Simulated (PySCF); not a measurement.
C4H9NSi, SMILES [SiH2](C#CC)CN.

The structure is a stationary point at PBE-D3(BJ)/def2-SVP. The structure was generated by enumeration, and PubChem lists no compound with its InChIKey, so it may never have been made. Other conformers were not sampled.

Calculation: PBE-D3(BJ)/def2-SVP run with PySCF.

Frequencies are harmonic and unscaled.

Computed harmonic wavenumbers and intensities:
| mode | ν (cm⁻¹) | IR (km/mol) | moving atoms (share of kinetic energy) |
|---|---|---|---|
| 1 | 16 | 0.0 | H 98 % |
| 2 | 60 | 0.2 | N 40 %, C 31 %, H 21 %, Si 8 % |
| 3 | 102 | 2.9 | C 55 %, H 38 % |
| 4 | 155 | 4.2 | C 63 %, H 24 %, N 9 % |
| 5 | 198 | 6.5 | C 45 %, H 33 %, N 17 % |
| 6 | 256 | 52.5 | H 62 %, N 17 %, C 14 % |
| 7 | 318 | 19.1 | H 54 %, C 33 %, Si 9 % |
| 8 | 368 | 1.7 | C 77 %, H 23 % |
| 9 | 406 | 4.0 | C 75 %, H 21 % |
| 10 | 504 | 28.7 | Si 43 %, C 42 %, H 15 % |
| 11 | 548 | 47.5 | H 59 %, Si 25 %, C 9 % |
| 12 | 637 | 6.2 | H 43 %, C 39 %, Si 17 % |
| 13 | 694 | 24.3 | H 85 %, C 12 % |
| 14 | 746 | 92.6 | H 73 %, C 14 % |
| 15 | 811 | 201.4 | H 77 %, Si 11 % |
| 16 | 873 | 81.8 | H 73 %, C 14 %, N 8 % |
| 17 | 908 | 107.1 | H 93 % |
| 18 | 989 | 3.7 | H 67 %, C 33 % |
| 19 | 991 | 3.6 | H 67 %, C 33 % |
| 20 | 1053 | 14.7 | C 74 %, H 22 % |
| 21 | 1062 | 16.7 | H 71 %, N 15 %, C 13 % |
| 22 | 1081 | 3.9 | H 47 %, C 34 %, N 19 % |
| 23 | 1216 | 5.7 | H 76 %, C 17 % |
| 24 | 1291 | 0.8 | H 71 %, C 21 % |
| 25 | 1336 | 2.9 | H 75 %, C 25 % |
| 26 | 1389 | 8.5 | H 97 % |
| 27 | 1389 | 8.6 | H 97 % |
| 28 | 1413 | 6.5 | H 92 % |
| 29 | 1584 | 13.7 | H 92 % |
| 30 | 2151 | 125.4 | H 97 % |
| 31 | 2170 | 105.0 | H 96 % |
| 32 | 2220 | 74.7 | C 99 % |
| 33 | 2854 | 71.5 | H 94 % |
| 34 | 2959 | 19.2 | H 97 % |
| 35 | 2982 | 16.7 | H 92 %, C 8 % |
| 36 | 3044 | 2.5 | H 91 %, C 9 % |
| 37 | 3044 | 2.0 | H 91 %, C 9 % |
| 38 | 3397 | 4.4 | H 96 % |
| 39 | 3477 | 1.9 | H 92 %, N 8 % |
